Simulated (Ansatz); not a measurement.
Computed with Ansatz on PBE0-D4/def2-TZVP structures; ΔE is electronic, products minus reactants. CCSD(T)/CBS is the MP2 limit (def2-TZVPP, def2-QZVPP) plus CCSD(T) − MP2 in def2-TZVPP, frozen cores. Functionals use def2-TZVPP. HSE06 is defined as in plane-wave codes. For Ge, Ti outer-core shells are correlated without core-valence functions, which leaves a few kJ/mol of doubt a bond. Scalar relativity is left out up to krypton. One conformer a species, not always the lowest.

Consider the redistribution: `[OH][Ti]([OH])([F])[Cl]` + `[CH3][GeH2][F]` → `[OH][Ti]([OH])([F])[F]` + `[CH3][GeH2][Cl]`.

```json
{"level": "revPBE-D4", "ΔE (kJ/mol)": "-35.5", "difference from CCSD(T)/CBS": "-8.5"}
{"level": "BLYP-D4", "ΔE (kJ/mol)": "-30.8", "difference from CCSD(T)/CBS": "-3.8"}
{"level": "HSE06-D4", "ΔE (kJ/mol)": "-34.0", "difference from CCSD(T)/CBS": "-7.0"}
{"level": "CAM-B3LYP-D4", "ΔE (kJ/mol)": "-32.2", "difference from CCSD(T)/CBS": "-5.2"}
{"level": "r2SCAN", "ΔE (kJ/mol)": "-31.1", "difference from CCSD(T)/CBS": "-4.1"}
{"level": "r2SCANh", "ΔE (kJ/mol)": "-31.2", "difference from CCSD(T)/CBS": "-4.2"}
{"level": "HF/def2-TZVPP", "ΔE (kJ/mol)": "-31.4", "difference from CCSD(T)/CBS": "-4.4"}
{"level": "MP2/def2-TZVPP", "ΔE (kJ/mol)": "-26.5", "difference from CCSD(T)/CBS": "0.5"}
{"level": "CCSD(T)/def2-TZVPP", "ΔE (kJ/mol)": "-29.3", "difference from CCSD(T)/CBS": "-2.3"}
{"level": "MP2/CBS(def2)", "ΔE (kJ/mol)": "-24.2", "difference from CCSD(T)/CBS": "2.8"}
{"level": "CCSD(T)/CBS", "ΔE (kJ/mol)": "-27.0", "difference from CCSD(T)/CBS": "0"}
```

Largest T1 diagnostic among the species: 0.024, so the coupled-cluster value is less sure than usual.

At CCSD(T), def2-SVP lies −4.1 kJ/mol from the extrapolated value and def2-TZVPP −2.3 kJ/mol. Leaving LDA and LC-ωPBE aside and taking each functional with its dispersion term where it has one, the values, not all of them listed here, spread over 8.5 kJ/mol, from revPBE-D4 to B97M-V.
